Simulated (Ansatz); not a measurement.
CdO2. Total charge 0; singlet. Geometry r2SCAN-D4/def2-TZVP.

```xyz
3

Cd    0.9645   -0.2375   -1.4995
O    -0.3985    0.4424    1.2837
O    -0.5660   -0.2049    0.2158
```

In the def2 sets Cd takes a core potential; there is no spin–orbit coupling. The structure holds 1 bond(s) between oxygen atoms. At PBE-D4/def2-TZVP the restricted singlet is unstable: a solution with broken spin symmetry lies lower. At PBE-D4/def2-TZVP, BLYP-D4/def2-TZVP, r2SCAN-D4/def2-TZVPD an occupied level of the charge 0 singlet lies above an empty one (by up to 0.56 eV), so this SCF solution is probably not the lowest. The restricted singlet is unstable towards broken spin symmetry at other levels; at BLYP-D4/def2-TZVP, r2SCAN-D4/def2-TZVPD, PBE0-D4/def2-TZVPD, ωB97M-V/def2-TZVP this wasn't settled. The geometry of the singlet was relaxed on an unsound state (an occupied level 0.19 eV above an empty one). At PBE0-D4/def2-TZVP a triplet of charge 0 lies 1.67 eV below the restricted singlet, each at its own geometry. The structure comes from a short search, and lower isomers may exist.

(1) Estimate the orbital energies around the gap (eV) in Ansatz with PBE-D4/def2-TZVP, BLYP-D4/def2-TZVP, r2SCAN-D4/def2-TZVPD, PBE0-D4/def2-TZVPD, ωB97M-V/def2-TZVP.

## Answers

(1) 
```csv
orbital,PBE-D4/def2-TZVP,BLYP-D4/def2-TZVP,r2SCAN-D4/def2-TZVPD,PBE0-D4/def2-TZVPD,ωB97M-V/def2-TZVP
HOMO−13,-69.25,-69.16,-71.55,-73.91,-76.34
HOMO−12,-69.25,-69.15,-71.55,-73.91,-76.32
HOMO−11,-29.77,-29.58,-31.28,-33.30,-36.40
HOMO−10,-18.82,-18.70,-20.04,-21.81,-24.96
HOMO−9,-12.99,-12.84,-13.47,-15.12,-17.62
HOMO−8,-12.66,-12.50,-13.13,-14.81,-17.11
HOMO−7,-12.61,-12.45,-13.08,-14.78,-17.09
HOMO−6,-12.59,-12.42,-13.07,-14.75,-16.99
HOMO−5,-12.59,-12.42,-13.06,-14.75,-16.99
HOMO−4,-11.50,-11.40,-12.01,-13.50,-16.20
HOMO−3,-11.17,-11.06,-11.57,-12.88,-15.80
HOMO−2,-10.38,-10.35,-11.02,-12.80,-15.63
HOMO−1,-6.17,-6.13,-6.30,-6.72,-9.43
HOMO,-4.32,-4.36,-4.76,-6.43,-8.36
LUMO,-4.88,-4.85,-4.95,-4.10,-2.19
LUMO+1,-1.49,-1.49,-1.18,-0.83,0.70
LUMO+2,-1.34,-1.34,-1.05,-0.71,0.81
LUMO+3,-0.24,-0.22,0.23,0.35,1.94
LUMO+4,2.52,2.53,1.91,1.68,4.61
LUMO+5,3.73,3.68,2.53,2.30,6.97
```
